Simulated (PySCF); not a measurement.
tin monoxide (OSn), singlet, at a GFN2-xTB geometry (such geometries of metal compounds can be far from the true shape) (all electrons, no relativity); B3LYP/3-21G (PySCF).

Here is a job for PySCF.
```python
from pyscf import gto, scf, dft

mol = gto.Mole()
mol.atom = '''
    Sn   -0.00000000   -0.00000000   -0.24879316
    O     0.00000000    0.00000000    1.55495727
'''
mol.basis = '3-21g'
mol.verbose = 4
mol.symmetry = True
mol.build()

mf = dft.RKS(mol)
mf.xc = 'b3lyp'
mf.kernel()
mf.analyze()
```

Output, abridged:

```
PySCF version 2.14.0

[INPUT] verbose = 4
[INPUT] num. atoms = 2
[INPUT] num. electrons = 58
[INPUT] charge = 0
[INPUT] spin (= nelec alpha-beta = 2S) = 0
[INPUT] symmetry True subgroup None
[INPUT] Mole.unit = angstrom
[INPUT] Symbol           X                Y                Z      unit          X                Y                Z       unit  Magmom
[INPUT]  1 Sn     0.000000000000   0.000000000000  -0.248793160000 AA    0.000000000000   0.000000000000  -0.470150934065 Bohr   0.0
[INPUT]  2 O      0.000000000000   0.000000000000   1.554957270000 AA    0.000000000000   0.000000000000   2.938443375701 Bohr   0.0

nuclear repulsion = 117.350427668644
point group symmetry = Coov
symmetry origin: [0.00000000e+00 0.00000000e+00 5.21303754e-09]
symmetry axis x: [1. 0. 0.]
symmetry axis y: [0. 1. 0.]
symmetry axis z: [0. 0. 1.]
num. orbitals of irrep A1 = 18
num. orbitals of irrep E1x = 9
num. orbitals of irrep E1y = 9
num. orbitals of irrep E2x = 2
num. orbitals of irrep E2y = 2
number of shells = 18
number of NR pGTOs = 96
number of NR cGTOs = 40
basis = 3-21g
ecp = {}

******** <class 'pyscf.dft.rks_symm.SymAdaptedRKS'> ********
method = SymAdaptedRKS
initial guess = minao
damping factor = 0
level_shift factor = 0
DIIS = <class 'pyscf.scf.diis.CDIIS'>
diis_start_cycle = 1
diis_space = 8
diis_damp = 0
SCF conv_tol = 1e-09
SCF conv_tol_grad = None
SCF max_cycles = 50
direct_scf = True
direct_scf_tol = 1e-13
XC library pyscf.dft.libxc version 7.1.2
    S. Lehtola, C. Steigemann, M. J. T. Oliveira, and M. A. L. Marques,  SoftwareX 7, 1–5 (2018)
XC functionals = b3lyp
    P. J. Stephens, F. J. Devlin, C. F. Chabalowski, and M. J. Frisch,  J. Phys. Chem. 98, 11623 (1994)
radial grids:
    Treutler-Ahlrichs [JCP 102, 346 (1995); DOI:10.1063/1.469408] (M4) radial grids

becke partition: Becke, JCP 88, 2547 (1988); DOI:10.1063/1.454033
pruning grids: <function nwchem_prune>
grids dens level: 3
symmetrized grids: True
atomic radii adjust function: <function treutler_atomic_radii_adjust>
small_rho_cutoff = 0
Freeze 0 electrons in irreps []
    58 free electrons in irreps A1 E1x E1y E2x E2y
Set gradient conv threshold to 3.16228e-05
Initial guess from minao.
tot grids = 36040
init E= -6060.73353212933
HOMO (A1) = -0.346662129174682  LUMO (E1y) = -0.139326253300615  gap/eV = 5.64190
cycle= 1 E= -6073.27942118881  delta_E= -12.5  |g|= 1.18  |ddm|= 1.68
HOMO (A1) = 0.0263964869725193  LUMO (A1) = 0.147545758337663  gap/eV = 3.29664
cycle= 2 E= -6068.46062382672  delta_E= 4.82  |g|= 3.09  |ddm|= 4.75
HOMO (A1) = -0.266197828447093  LUMO (E1y) = -0.0759873776824318  gap/eV = 5.17589
cycle= 3 E= -6073.5120926938  delta_E= -5.05  |g|= 0.63  |ddm|= 4.61
HOMO (A1) = -0.266749230883617  LUMO (E1y) = -0.0817684858377536  gap/eV = 5.03358
cycle= 4 E= -6073.63407536715  delta_E= -0.122  |g|= 0.133  |ddm|= 0.612
HOMO (A1) = -0.25940069148188  LUMO (E1y) = -0.0718388720120915  gap/eV = 5.10382
cycle= 5 E= -6073.63230009547  delta_E= 0.00178  |g|= 0.138  |ddm|= 0.133
HOMO (A1) = -0.261125182993106  LUMO (E1y) = -0.074130991440212  gap/eV = 5.08837
cycle= 6 E= -6073.63514828739  delta_E= -0.00285  |g|= 0.0889  |ddm|= 0.0461
HOMO (A1) = -0.256642365751646  LUMO (E1y) = -0.0717684287101348  gap/eV = 5.03068
cycle= 7 E= -6073.63693809106  delta_E= -0.00179  |g|= 0.0209  |ddm|= 0.0499
HOMO (A1) = -0.256268655984646  LUMO (E1y) = -0.0719402903131137  gap/eV = 5.01583
cycle= 8 E= -6073.6370364066  delta_E= -9.83e-05  |g|= 0.00407  |ddm|= 0.0133
HOMO (A1) = -0.256056014789965  LUMO (E1y) = -0.071851266327529  gap/eV = 5.01247
cycle= 9 E= -6073.63704032765  delta_E= -3.92e-06  |g|= 0.000256  |ddm|= 0.00302
HOMO (A1) = -0.256034475900818  LUMO (E1y) = -0.0718430361890783  gap/eV = 5.01210
cycle= 10 E= -6073.63704034255  delta_E= -1.49e-08  |g|= 1.94e-05  |ddm|= 0.000199
HOMO (A1) = -0.256034874154098  LUMO (E1y) = -0.0718428316213351  gap/eV = 5.01212
cycle= 11 E= -6073.63704034264  delta_E= -8.73e-11  |g|= 3.09e-07  |ddm|= 1.51e-05
HOMO (A1) = -0.256034816425232  LUMO (E1y) = -0.0718428272852552  gap/eV = 5.01212
Extra cycle  E= -6073.63704034264  delta_E=    0  |g|= 1.38e-06  |ddm|= 1.19e-06
converged SCF energy = -6073.63704034264
**** SCF Summaries ****
Total Energy =                       -6073.637040342637192
Nuclear Repulsion Energy =             117.350427668643718
One-electron Energy =                -8613.095382426767173
Two-electron Energy =                 2422.107914415486448
Two-electron Coulomb Energy =         2591.926363491582379
DFT Exchange-Correlation Energy =     -169.818449076096016
HOMO-LUMO gap [eV] =                     5.012119318279568
Wave-function symmetry id = 0
occupancy for each irrep:     A1  E1x  E1y  E2x  E2y
                              13    6    6    2    2
**** MO energy ****
MO #1 (A1 #1), energy= -1024.25758920516 occ= 2
MO #2 (A1 #2), energy= -151.999140818136 occ= 2
MO #3 (E1x #1), energy= -141.657954065192 occ= 2
MO #4 (E1y #1), energy= -141.657954065192 occ= 2
MO #5 (A1 #3), energy= -141.657120323703 occ= 2
MO #6 (A1 #4), energy= -29.5693334560587 occ= 2
MO #7 (E1x #2), energy= -25.2106029859736 occ= 2
MO #8 (E1y #2), energy= -25.2106029859736 occ= 2
MO #9 (A1 #5), energy= -25.206455012316 occ= 2
MO #10 (A1 #6), energy= -19.0040332819226 occ= 2
MO #11 (E2x #1), energy= -17.833954345334 occ= 2
MO #12 (E2y #1), energy= -17.833954345334 occ= 2
MO #13 (A1 #7), energy= -17.8325207292769 occ= 2
MO #14 (E1x #3), energy= -17.831230515724 occ= 2
MO #15 (E1y #3), energy= -17.831230515724 occ= 2
MO #16 (A1 #8), energy= -4.76038480169442 occ= 2
MO #17 (E1x #4), energy= -3.30443611730408 occ= 2
MO #18 (E1y #4), energy= -3.30443611730408 occ= 2
MO #19 (A1 #9), energy= -3.29635468027753 occ= 2
MO #20 (A1 #10), energy= -1.11163513386207 occ= 2
MO #21 (E2x #2), energy= -1.09490650594841 occ= 2
MO #22 (E2y #2), energy= -1.09490650594841 occ= 2
MO #23 (E1x #5), energy= -1.0882537536327 occ= 2
MO #24 (E1y #5), energy= -1.0882537536327 occ= 2
MO #25 (A1 #11), energy= -0.864111643044335 occ= 2
MO #26 (A1 #12), energy= -0.395371370474659 occ= 2
MO #27 (E1x #6), energy= -0.273925776778678 occ= 2
MO #28 (E1y #6), energy= -0.273925776778678 occ= 2
MO #29 (A1 #13), energy= -0.256034816425232 occ= 2
MO #30 (E1x #7), energy= -0.0718428272852552 occ= 0
MO #31 (E1y #7), energy= -0.0718428272852552 occ= 0
MO #32 (A1 #14), energy= 0.0352160959722232 occ= 0
MO #33 (A1 #15), energy= 0.18990788512342 occ= 0
MO #34 (E1x #8), energy= 0.23821789039757 occ= 0
MO #35 (E1y #8), energy= 0.23821789039757 occ= 0
MO #36 (A1 #16), energy= 0.353305660510344 occ= 0
MO #37 (E1x #9), energy= 1.47529863980383 occ= 0
 ** Mulliken pop on meta-lowdin orthogonal AOs  **
 ** Mulliken pop  **
pop of  0 Sn 1s           2.00000
pop of  0 Sn 2s           1.99997
pop of  0 Sn 3s           1.99981
pop of  0 Sn 4s           1.99924
pop of  0 Sn 5s           1.84764
pop of  0 Sn 6s           0.02865
pop of  0 Sn 2px          1.99999
pop of  0 Sn 2py          1.99999
pop of  0 Sn 2pz          1.99999
pop of  0 Sn 3px          1.99985
pop of  0 Sn 3py          1.99985
pop of  0 Sn 3pz          1.99988
pop of  0 Sn 4px          1.99925
pop of  0 Sn 4py          1.99925
pop of  0 Sn 4pz          1.99961
pop of  0 Sn 5px          0.51091
pop of  0 Sn 5py          0.51091
pop of  0 Sn 5pz          0.57809
pop of  0 Sn 6px          0.00164
pop of  0 Sn 6py          0.00164
pop of  0 Sn 6pz          0.02858
pop of  0 Sn 3dxy         2.00000
pop of  0 Sn 3dyz         1.99998
pop of  0 Sn 3dz^2        1.99976
pop of  0 Sn 3dxz         1.99998
pop of  0 Sn 3dx2-y2      2.00000
pop of  0 Sn 4dxy         2.00000
pop of  0 Sn 4dyz         1.99959
pop of  0 Sn 4dz^2        1.99700
pop of  0 Sn 4dxz         1.99959
pop of  0 Sn 4dx2-y2      2.00000
pop of  1 O 1s            1.99977
pop of  1 O 2s            1.82393
pop of  1 O 3s            0.00233
pop of  1 O 2px           1.48864
pop of  1 O 2py           1.48864
pop of  1 O 2pz           1.69423
pop of  1 O 3px           0.00015
pop of  1 O 3py           0.00015
pop of  1 O 3pz           0.00154
 ** Mulliken atomic charges  **
charge of    0Sn =      0.49937
charge of    1O =     -0.49937
Dipole moment(X, Y, Z, Debye):  0.00000,  0.00000, -2.58886
```
